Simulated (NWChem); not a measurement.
CH5FO2Si; SMILES CO[SiH](O)F

```xyz
10

Si    -0.0124    -0.4997     0.3521
O      0.8737    -1.7493    -0.2341
F     -1.5174    -0.5091    -0.2258
O      0.6934     0.9018    -0.1351
C      0.0676     2.1802    -0.0741
H     -0.0962    -0.6663     1.8121
H      1.2398    -1.6310    -1.1224
H     -0.0703     2.5033     0.9660
H      0.7207     2.8983    -0.5772
H     -0.9067     2.1714    -0.5765
```
Atoms are numbered in this order, from 1.

Results from NWChem. Pople sets run with spherical d functions. All runs use the structure optimised with B3LYP/6-31G* (spherical d). Total energies compare along this basis series because the functional is fixed.

```csv
level,basis functions,energy (Ha),highest occupied level (eV),orbital gap (eV),dipole (D),relative time
PBE0/STO-3G,34,-573.1686,-4.20,11.02,0.98,1
PBE0/3-21G,59,-577.4569,-8.15,10.13,2.05,1
PBE0/6-31G*,84,-580.5812,-8.47,10.06,1.86,3
PBE0/6-31+G*,104,-580.6005,-8.78,8.91,1.95,6
PBE0/6-311G**,128,-580.7000,-8.66,9.70,1.89,6
PBE0/6-311++G**,153,-580.7103,-8.82,8.76,1.93,10
```

The last column is a rough cost ratio, cheapest run = 1.
